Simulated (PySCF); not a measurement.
Species: C₅H₆F₂O₂.
Atom-mapped SMILES: `[F:1][C@@H:2]1[O:3][CH2:4][C@@:5]12[CH2:6][O:7][C@@H:8]2[F:9]` (hydrogens: H10 on C2; H11, H12 on C4; H13, H14 on C6; H15 on C8)

The calculation used PySCF, TDDFT CAM-B3LYP/def2-SVPD, vertical, gas phase, core orbitals frozen in the response. Geometry: GFN2-xTB; no solvent, vibrations or thermal averaging.

Q: What does the calculation give for the low-lying excited states?

A: 

```tsv
state	λ (nm)	E (eV)	f	main configurations (H = HOMO, L = LUMO)
S1	156.0	7.95	0.0025	H→L+1 (66%), H→L (9%)
S2	155.3	7.98	0.0005	H-1→L+1 (72%), H→L (12%)
S3	147.3	8.42	0.018	H→L (46%), H-1→L (30%)
S4	145.2	8.54	0.026	H-1→L (46%), H→L (20%), H→L+4 (9%)
S5	144.4	8.59	0.0015	H-2→L+1 (81%)
S6	141.3	8.78	0.020	H→L+2 (45%), H-2→L (17%), H-1→L+2 (15%)
S7	139.2	8.91	0.0097	H-2→L (42%), H-1→L+3 (24%), H→L+2 (9%)
S8	137.8	9.00	0.0055	H→L+3 (24%), H-2→L (22%), H-1→L+2 (13%)
```

Triplets (Tamm–Dancoff): T1 7.60 eV, H→L+1 (48%), H-1→L+1 (22%); T2 7.65 eV, H-1→L+1 (44%), H→L+1 (15%), H→L+4 (11%); T3 8.18 eV, H→L (59%), H-1→L (9%).

The lowest singlet comes at 156 nm (767 kJ/mol) in the vacuum ultraviolet; it is very weak; its leading configuration is HOMO→LUMO+1 (66%). The most intense listed level is S4 at 8.54 eV (145 nm, f = 0.026), 0.59 eV above S1. Löwdin shares by element: HOMO oxygen 54%, carbon 14% or more (atoms not listed hold the other 31%); LUMO carbon 40% or more, hydrogen 11% or more (atoms not listed hold the other 49%). The oscillator strengths of these states sum to 0.083; summed over the whole spectrum of an exact calculation they would give the number of electrons, 70 (Thomas–Reiche–Kuhn). Orbital energies (eV): HOMO-3 -11.45, HOMO-2 -10.62, HOMO-1 -10.24, HOMO -10.18, LUMO 1.07, LUMO+1 1.31, LUMO+2 1.65. The listed states span 1.05 eV, and the widest gap between neighbours is 0.44 eV (S2 to S3). Singlets were solved by full linear response, triplets in the Tamm–Dancoff approximation.

Time: 78 s. Hardware: one thread of an Arm Neoverse V2 (shared host).
